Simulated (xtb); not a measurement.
F$_{2}$Sr, triplet, at a GFN2-xTB geometry (such geometries of metal compounds can be far from the true shape) (a higher spin typed on purpose: for a closed-shell molecule this is an excited state).

xtb was given this input:
```
$ xtb mol.xyz --gfn 2 --uhf 2 --json

# file mol.xyz
3

Sr    -0.01928479    -0.00443925    -0.00172854
F     -0.19487950     1.54858338    -1.32094324
F      0.27630419    -1.52983987     1.32824151
```

### Question
What does this run give for the dipole moment, partial charges in atom order, total energy?

### Answer

* **dipole moment**: 0.02 D
* **partial charges in atom order**: Sr1 0.45, F2 -0.22, F3 -0.22
* **total energy**: -9.9503 Eh
